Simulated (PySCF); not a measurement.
Geometry:
```
atom   x (Å)   y (Å)   z (Å)
  N1   1.684   1.978  -0.697
  C2   0.975   1.141  -0.321
 Si3  -0.181  -0.194   0.252
  C4  -1.916   0.538   0.315
 Cl5  -1.955   1.863   1.513
  H6  -0.109  -1.301  -0.743
  H7   0.261  -0.643   1.597
  H8  -2.217   0.944  -0.662
  H9  -2.654  -0.222   0.612
```

Geometry: PBE0-D3(BJ)/def2-SVP; GIAO absolute shieldings from PySCF 2.14, gas phase, non-relativistic, averaged over equivalent atoms.

At BP86/pcSseg-2 (250 basis functions, 34 s wall time on 1 thread of an Arm Neoverse V1, shared host):
```tsv
atoms	σ (ppm)
N1	-106.8
C2	57.7
C4	149.2
Si3	393.0
Cl5	863.0
H6/H7	26.68
H8/H9	28.15
```

Question: Estimate the result of repeating the calculation with BHandHLYP/pcSseg-2.

Answer: 
```tsv
atoms	σ at BHandHLYP/pcSseg-2	change
N1	-115.4	-8.6
C2	54.7	-3.0
C4	157.1	+7.9
Si3	408.7	+15.7
Cl5	913.0	+50.0
H6/H7	27.18	+0.50
H8/H9	28.56	+0.41
```

The largest change is at Cl5 (chlorine bonded to C). Cost: 250 basis functions, 29 s wall time on 1 thread of an Arm Neoverse V1, shared host.

Carbons that carry Cl, above all several Cl atoms, come out too deshielded, partly because spin–orbit coupling is missing.
